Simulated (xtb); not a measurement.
xtb input:

```bash
xtb mol.xyz --gfn 2 --sp --chrg 0 --uhf 0
```
mol.xyz:
```
5

Cl    -1.23653415    -1.64047020    -0.57685171
Ge     0.00000000     0.00000000     0.00000000
Cl     1.84188418    -0.08564042    -1.07379956
Cl    -0.99757708     1.83319716    -0.44401040
Cl     0.39222706    -0.10708654     2.09466167
```

Task: What final total energy does it print?

Result: -20.32251 Eh (GFN2-xTB).
